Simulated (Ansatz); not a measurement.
Consider the formal hydrolysis of the Al–C bond: `C#[C][AlH][CH3]` + H₂O → `C#[C][AlH][OH]` + CH₄.

Isolated molecules relaxed with PBE0-D4/def2-TZVP in Ansatz; ΔE leaves out vibrations. CCSD(T)/CBS is the MP2 limit (def2-TZVPP, def2-QZVPP) plus CCSD(T) − MP2 in def2-TZVPP, frozen cores. This one scheme is used for every species. DFT in def2-TZVPP. HSE06 is defined as in plane-wave codes. One conformer a species, not always the lowest.

`C#[C][AlH][CH3]`:

```xyz
9

C     1.547    2.206    0.544
C     1.094    1.085    0.476
Al    0.376   -0.685    0.366
C    -1.277   -0.961   -0.618
H     1.947    3.193    0.604
H     1.172   -1.844    1.094
H    -2.095   -0.396   -0.159
H    -1.185   -0.588   -1.643
H    -1.578   -2.010   -0.664
```

H₂O:

Z-matrix (Å, degrees):
```
O
H 1 0.960
H 1 0.960 2 105.1
```

`C#[C][AlH][OH]`:

Cartesian coordinates in Å:
```
C -2.070 -0.418 0.266
C -0.875 -0.229 0.301
Al 1.007 0.063 0.376
O 1.823 0.584 -1.011
H -3.123 -0.586 0.236
H 1.853 -0.157 1.679
H 1.386 0.743 -1.846
```

CH₄:

```xyz
5

C     0.000    0.000    0.000
H     0.862   -0.353   -0.566
H     0.279    0.126    1.046
H    -0.807   -0.728   -0.076
H    -0.333    0.955   -0.405
```

| level | ΔE (kJ/mol) |
| --- | --- |
| r2SCANh-D4 | -149.0 |
| r2SCAN0-D4 | -148.0 |
| HSE06-D4 | -139.3 |
| BLYP | -153.3 |
| r2SCAN | -150.2 |
| BHLYP | -155.4 |
| CAM-B3LYP | -154.9 |
| SCS-MP2/def2-QZVPP | -151.7 |

Q: What does CCSD(T)/CBS give? (Best estimate.)

A: The calculation gave: -145.1 kJ/mol. The listed levels differ from it by -3.9, -2.9, 5.8, -8.2, -5.1, -10.3, -9.8, -6.6 kJ/mol.

Largest T1 diagnostic among the species: 0.014.

In def2-TZVPP, CCSD(T) changes the Hartree–Fock value by +10.5 kJ/mol (the triples alone add +1.1 kJ/mol) and MP2 by +7.7 kJ/mol. At CCSD(T), def2-SVP lies −10.7 kJ/mol from the extrapolated value and def2-TZVPP −2.8 kJ/mol.
